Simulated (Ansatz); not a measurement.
```yaml
crystal:
  periodic: [false, false, false]
  atoms:
    - {symbol: O, position_ang: [0.398738, -1.717028, 0.152207]}
    - {symbol: Ta, position_ang: [0.078522, 0.153392, 0.113354]}
    - {symbol: O, position_ang: [1.830331, 0.550757, -0.562696]}
    - {symbol: O, position_ang: [-1.721372, 0.093520, 0.644447]}
    - {symbol: F, position_ang: [-0.571741, 0.897944, -1.454047]}
    - {symbol: F, position_ang: [0.553365, 0.995694, 1.818207]}
    - {symbol: H, position_ang: [-0.260947, -2.359736, 0.402101]}
    - {symbol: H, position_ang: [2.139845, 1.041321, -1.361172]}
    - {symbol: H, position_ang: [-2.524442, 0.299518, 0.236070]}
basis:
  gaussian: {orbitals: x2c-TZVPPall, final_grid: {core_spheres: 20, valence_spheres: 16, degree: 47}}
hamiltonian: {xc: {name: BLYP}, dispersion: d3bj}
scf: {lower_state_search: light}
multiplicity: 3
output: {forces: true}
```

```sh
$ ansatz run in.yaml --threads 4 --pin off --events-out ev --progress --plain --max-ram 11315MiB
```

Output, abridged:

```
Error: YAML parse error: error: line 17 column 1: unknown field `multiplicity`, expected one of crystal, accuracy, basis, kpoints, hamiltonian, magnetization, projection, total_charge, correlation, batch, efield, external_charges, scf, relax, neb, saddle, md, ramp, phonons, dielectric, real_time, elastic, magnetic_configurations, gw, evaluate, workflow, output, checkpoint, execution
15 | hamiltonian: {xc: {name: BLYP}, dispersion: d3bj}
16 | scf: {lower_state_search: light}
17 | multiplicity: 3
18 | output: {forces: true}
```

Task: What is wrong with this run?

Result: The input holds a key that doesn't belong there. The input was rejected before any iteration.
